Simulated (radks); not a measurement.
The numbers below are computed, except where a source is named.
Q: Level of theory: non-relativistic Kohn-Sham, LB94 model potential, spin-polarised, spherical densities, point nucleus; open shells are filled with parallel spins first (spin-orbit coupling, left out, can overturn this in heavy ions) (a radial shooting solver on a logarithmic mesh with Libxc functionals). Response by self-consistent Sternheimer equations with the Hartree and adiabatic LDA kernel. For heavy and open-shell atoms this level of theory can miss by tens of per cent. Rank Cd+, Sr3+, Sn, Ti (NIST ground configurations) by static dipole polarisability, largest first.

A: Ti 82.87, Sn 51.37, Cd+ 20.40, Sr3+ 4.609 bohr^3.
